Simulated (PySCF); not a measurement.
Correlation energy of Tl³⁺ (thallium, charge +3)

[Xe] 4f14 5d10, closed-shell 1S. Calculation: PySCF 2.14, in x2c-TZVPPall (11s7p6d3f, 83 functions); scalar relativity by spin-free X2C-1e. Frozen: [Kr] 4d10 4f14; 18 electrons correlated.

```json
{"level": "CCSD", "correlation energy (mhartree)": "-336.66"}
{"level": "(T)", "correlation energy (mhartree)": "-4.75"}
{"level": "CCSD(T)", "correlation energy (mhartree)": "-341.41"}
```

Diagnostics: T1 = 0.0049, D1 = 0.0093, largest double amplitude 0.015.

Cost of the coupled-cluster step: roughly 4 core-seconds, for 18 correlated electrons.

This basis was not built for core-valence correlation, so the inner-shell part is incomplete.
